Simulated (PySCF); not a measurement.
An unknown is described by computed data only.

Formula: C4H6O2S.

* Polarisability: 72.8 au [CAM-B3LYP/def2-SVPD]
* Rotational structure: rotational constants A, B, C: 3.828, 1.750, 1.645 GHz [PBE0-D3(BJ)/def2-SVP]
* Dipole: 4.50 D [CAM-B3LYP/def2-SVPD]
* XPS: S2p3/2 174.0, C1s 291.4, C1s 291.4, C1s 291.7, C1s 291.8, O1s 537.5 (×2), S1s 2482.9 eV [ΔSCF SCAN, pcX-2 on the ionised atom, pcseg-1 elsewhere, spin-free X2C, 2p3/2 from a spin–orbit splitting computed afterwards within the 2p shell]
* Triplet: lowest triplet excitation (Tamm–Dancoff): 3.80 eV [TDA CAM-B3LYP/def2-SVPD]
* Valence photoelectron: vertical ionisation energy: 10.30 eV [ΔSCF CAM-B3LYP/def2-SVPD]
* UV, strongest line: among the 10 lowest singlet transitions: S2 at 6.00 eV (207 nm, f = 0.142) [TDDFT CAM-B3LYP/def2-SVPD]
* 13C NMR: chemical shifts (computed TMS as zero) by class: 131.1 (1 C), 126.1 (1 C), 46.1 (1 C), 19.1 (1 C) ppm [GIAO PBE0/pcSseg-1]

Electronic properties: PySCF, gas phase, density fitting. Levels stand in brackets. Geometry: PBE0-D3(BJ)/def2-SVP, one conformer, isolated molecule. Each NMR value is the plain mean over a class of atoms that symmetry, rotation or inversion makes alike.

Q: Propose a structure and show how it fits.

A: Numbering: `[CH3:1][S:2](=[O:3])(=[O:4])[C:5]1=[CH:6][CH2:7]1`. 4 carbons fall into 4 classes; from least to most shielded: fully substituted alkene carbon [C5] (131.1 ppm), alkene CH carbon [C6] (126.1 ppm), S-methyl carbon [C1] (46.1 ppm), allylic carbon [C7] (19.1 ppm). The core levels belong to: S2p3/2 174.0 eV, sulfonyl sulfur [S2]; C1s 291.4 eV, fully substituted alkene carbon [C5]; C1s 291.4 eV, alkene CH carbon [C6]; C1s 291.7 eV, allylic carbon [C7]; C1s 291.8 eV, S-methyl carbon [C1]; O1s 537.5 eV, sulfonyl oxygen [O3/O4]; S1s 2482.9 eV, sulfonyl sulfur [S2]. One atom of each topological class was ionised and stands for its class. The hole state at 291.4 eV has ⟨S²⟩ = 0.82 against 0.75, so that value is less sure. The hole state at 291.4 eV has ⟨S²⟩ = 0.82 against 0.75, so that value is less sure. The first electron is taken from the HOMO, whose largest Löwdin shares are 0.28 on the fully substituted alkene carbon, 0.26 on the alkene CH carbon, 0.16 on the allylic carbon and 0.10 on a sulfonyl oxygen. The optimised geometry has point group C1 and is an asymmetric top. Structure: `CS(=O)(=O)C1=CC1`. Computed isomers that give other values at the same levels: `C=CS(=O)(=O)C=C` (core binding energies: S2p3/2 173.8, C1s 291.2 (×2), C1s 291.4 (×2), O1s 537.5 (×2), S1s 2482.6 eV); `O=S1(=O)C=CCC1` (static isotropic polarisability: 69.7 au); `O=S1(=O)CC=CC1` (smallest rotational constant: 1.984 GHz; this holds for the one conformer computed). The assignments are read from this structure; whether some other isomer fits the data as well wasn't checked.

Conformer computed: `[CH3:1][S:2](=[O:3])(=[O:4])[C:5]1=[CH:6][CH2:7]1`: C1–S2–C5–C6 -144°.
